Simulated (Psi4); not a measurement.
Dimer: PH3 (SMILES P) (first 4 atoms) with H2 (SMILES [H][H]); geometry from B3LYP-D3(BJ)/def2-TZVP, rigid monomers moved along the line of their centres of mass till P1···H6 is 5.72 Å.
(charge 0, multiplicity 1):
```xyz
6

P     -0.17174     0.15679    -0.14074
H     -1.49194    -0.11720     0.29923
H     -0.48995    -0.05069    -1.50775
H      0.26103    -1.17997     0.05252
H      0.38037    -0.36092     6.03543
H      0.60562     0.12907     5.52232
```

All values below come from SAPT0/jun-cc-pV(D+d)Z run with Psi4.

Problem. Which attractive term is largest, and how does the interaction split up?

Solution. electrostatics -0.1, exchange 0.0, induction 0.0, dispersion 0.0, total -0.1 kJ/mol; the largest attraction is electrostatics.
